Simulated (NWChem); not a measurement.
System: CH₆FNOSi; SMILES CN[Si@H](O)F

Input file for NWChem:

```
start job
memory heap 200 mb stack 900 mb global 1100 mb
geometry units angstroms noautosym nocenter noautoz
  C      0.237606    -2.347084     0.082644
  N     -0.045158    -1.054594    -0.492109
  Si    -0.273319     0.403605     0.345401
  O     -1.196315     1.373127    -0.623418
  F      1.087548     1.257547     0.633772
  H      0.067206    -2.318830     1.170205
  H     -0.423811    -3.131625    -0.323380
  H      1.282076    -2.673756    -0.071881
  H     -0.004771    -1.015403    -1.504645
  H     -0.831484     0.117531     1.688365
  H     -1.018076     2.316021    -0.559995
end
basis spherical
  C library def2-svp
  N library def2-svp
  Si library def2-svp
  O library def2-svp
  F library def2-svp
  H library def2-svp
end
dft
  xc b3lyp
  iterations 150
end
cosmo
  do_cosmo_smd true
  solvent meg
end
task dft energy
```

Output (shortened):

```
             Northwest Computational Chemistry Package (NWChem) 7.3.0
             --------------------------------------------------------

                             Geometry "geometry" -> ""
                             -------------------------

 Output coordinates in angstroms (scale by  1.889725989 to convert to a.u.)

  No.       Tag          Charge          X              Y              Z
 ---- ---------------- ---------- -------------- -------------- --------------
    1 C                    6.0000     0.23760600    -2.34708400     0.08264400
    2 N                    7.0000    -0.04515800    -1.05459400    -0.49210900
    3 Si                  14.0000    -0.27331900     0.40360500     0.34540100
    4 O                    8.0000    -1.19631500     1.37312700    -0.62341800
    5 F                    9.0000     1.08754800     1.25754700     0.63377200
    6 H                    1.0000     0.06720600    -2.31883000     1.17020500
    7 H                    1.0000    -0.42381100    -3.13162500    -0.32338000
    8 H                    1.0000     1.28207600    -2.67375600    -0.07188100
    9 H                    1.0000    -0.00477100    -1.01540300    -1.50464500
   10 H                    1.0000    -0.83148400     0.11753100     1.68836500
   11 H                    1.0000    -1.01807600     2.31602100    -0.55999500

 Effective nuclear repulsion energy (a.u.)     252.9960090735

                                 NWChem DFT Module
                                 -----------------

 Summary of "ao basis" -> "ao basis" (spherical)
 ------------------------------------------------------------------------------
       Tag                 Description            Shells   Functions and Types
 ---------------- ------------------------------  ------  ---------------------
 C                          def2-svp                 6       14   3s2p1d
 N                          def2-svp                 6       14   3s2p1d
 Si                         def2-svp                 8       18   4s3p1d
 O                          def2-svp                 6       14   3s2p1d
 F                          def2-svp                 6       14   3s2p1d
 H                          def2-svp                 3        5   2s1p

 in cosmo_initialize ...
 calling solv_data for solv:meg

[...]

                                COSMO-SMD solvation results
                                ---------------------------

             internal energy in gas <Psi(g)|H|Psi(g)> =      -560.877386802772
         internal energy in solvent <Psi(s)|H|Psi(s)> =      -560.876184190681
                               delta internal energy  =         0.001202612091 (    0.75 kcal/mol)
   total free energy in solvent <Psi(s)|H+V/2|Psi(s)> =      -560.889688716660
 polarization energy contribution <Psi(s)|V/2|Psi(s)> =        -0.013504525980 (   -8.47 kcal/mol)
    total free energy in solvent including G(SMD-CDS) =      -560.884438221007
                       G(SMD-CDS) energy contribution =         0.005250495654 (    3.29 kcal/mol)
     1 M fixed-concentration free energy of solvation =        -0.007051418235 (   -4.42 kcal/mol)

                       DFT Final Molecular Orbital Analysis
                       ------------------------------------

 Vector   23  Occ=2.000000D+00  E=-3.567746D-01
              MO Center= -6.2D-01,  7.5D-01, -1.9D-02, r^2= 3.3D+00
   Bfn.  Coefficient  Atom+Function         Bfn.  Coefficient  Atom+Function
  ----- ------------  ---------------      ----- ------------  ---------------
    50      0.447379   4 O  px               53      0.324298   4 O  px
    66     -0.284190   5 F  pz               69      0.202873   5 F  pz
    95     -0.180503  10 H  s                38     -0.151774   3 Si pz
    20     -0.121074   2 N  pz               90     -0.107744   9 H  s
     6     -0.099214   1 C  pz               96     -0.099482  10 H  s

 Vector   24  Occ=2.000000D+00  E=-3.237910D-01
              MO Center= -8.9D-01,  8.0D-01,  5.2D-03, r^2= 2.6D+00
   Bfn.  Coefficient  Atom+Function         Bfn.  Coefficient  Atom+Function
  ----- ------------  ---------------      ----- ------------  ---------------
    52      0.409149   4 O  pz               55      0.307224   4 O  pz
    50     -0.290766   4 O  px               95     -0.257103  10 H  s
    96     -0.250191  10 H  s                53     -0.216313   4 O  px
    17      0.132259   2 N  s                19     -0.131701   2 N  py
    38     -0.117782   3 Si pz               22      0.092155   2 N  py

 Vector   25  Occ=2.000000D+00  E=-2.465014D-01
              MO Center=  2.5D-02, -1.2D+00, -3.4D-01, r^2= 1.9D+00
   Bfn.  Coefficient  Atom+Function         Bfn.  Coefficient  Atom+Function
  ----- ------------  ---------------      ----- ------------  ---------------
    18      0.516531   2 N  px               21     -0.433878   2 N  px
    85      0.199574   8 H  s                80     -0.170370   7 H  s
     4      0.157838   1 C  px               86      0.135569   8 H  s
    39     -0.125157   3 Si px               81     -0.111022   7 H  s
    65      0.103097   5 F  py               19      0.094851   2 N  py

 Vector   26  Occ=0.000000D+00  E= 5.335013D-02
              MO Center= -4.9D-01,  5.5D-01,  1.9D-01, r^2= 6.6D+00
   Bfn.  Coefficient  Atom+Function         Bfn.  Coefficient  Atom+Function
  ----- ------------  ---------------      ----- ------------  ---------------
     3      1.074335   1 C  s                49     -0.770775   4 O  s
    76     -0.607620   6 H  s               101      0.555540  11 H  s
    32      0.531598   3 Si s                86     -0.447149   8 H  s
    40      0.443971   3 Si py               81     -0.432387   7 H  s
    39     -0.426519   3 Si px               96     -0.186710  10 H  s

[...]
```

Level: B3LYP/def2-SVP, SMD on the gas-phase geometry. All runs use the structure optimised with PBE0/def2-SVP. Solvent: ethylene glycol.
